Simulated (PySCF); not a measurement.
Structure problem from calculated spectra and properties.

Formula: C6H6ClP.

- Rotational structure: rotational constants A, B, C: 5.464, 0.656, 0.588 GHz [PBE0-D3(BJ)/def2-SVP]
- Triplet: lowest triplet excitation (Tamm–Dancoff): 3.78 eV [TDA CAM-B3LYP/def2-SVPD]
- Valence photoelectron: vertical ionisation energy: 8.60 eV [ΔSCF CAM-B3LYP/def2-SVPD]
- 13C NMR: chemical shifts (computed TMS as zero) by class: 146.2 (1 C), 137.8 (1 C), 137.6 (2 C), 135.2 (2 C) ppm [GIAO B3LYP/pcSseg-1]
- UV, strongest line: among the 10 lowest singlet transitions: S2 at 5.42 eV (229 nm, f = 0.330) [TDDFT CAM-B3LYP/def2-SVPD]
- Polarisability: 111.5 au [CAM-B3LYP/def2-SVPD]
- NMR, other nuclei: isotropic shieldings of nuclei other than C and H, by class: 424 (1 P), 693 (1 Cl) ppm [GIAO B3LYP/pcSseg-1]
- UV, first state: lowest singlet excitation: 4.98 eV (249 nm, f = 0.002) [TDDFT CAM-B3LYP/def2-SVPD]
- 1H NMR: chemical shifts (computed TMS as zero) by class: 7.20 (2 H), 7.16 (2 H), 4.17 (2 H) ppm [GIAO B3LYP/pcSseg-1]

The electronic properties come from PySCF, for the isolated species, density fitting. Levels stand in brackets. The structure is a single PBE0-D3(BJ)/def2-SVP conformer in the gas phase; no vibrational or solvent corrections. NMR values are class means; diastereotopic atoms form classes of their own.

Question: What is the compound? Reason from the data.

Answer: Numbering: `[PH2:1][c:2]1[cH:3][cH:4][c:5]([Cl:6])[cH:7][cH:8]1`. 6 carbons fall into 4 classes; from least to most shielded: aromatic C–Cl carbon [C5] (146.2 ppm), substituted aromatic carbon [C2] (137.8 ppm), aromatic CH carbon [C3/C8] (137.6 ppm, 2 C), aromatic CH carbon [C4/C7] (135.2 ppm, 2 C). Hydrogen classes from least to most shielded: 2 H on 2 aromatic CH carbons, C3/C8 (7.20 ppm), 2 H on 2 aromatic CH carbons, C4/C7 (7.16 ppm), 2 H on a phosphine phosphorus, P1 (4.17 ppm). The other shieldings belong to: 424 ppm, phosphine phosphorus [P1]; 693 ppm, aryl chlorine [Cl6]. The first electron is taken from the HOMO, whose largest Löwdin shares are 0.26 on the phosphine phosphorus, 0.16 on the substituted aromatic carbon, 0.14 on the aromatic C–Cl carbon and 0.12 on the aryl chlorine. By its constants the optimised geometry is an asymmetric top. Structure: `Pc1ccc(Cl)cc1`. The assignments are read from this structure; whether some other isomer fits the data as well wasn't checked.

The values belong to the conformer `[PH2:1][c:2]1[cH:3][cH:4][c:5]([Cl:6])[cH:7][cH:8]1`: H–P1–C2–C3 43°, H–P1–C2–C3 137°.
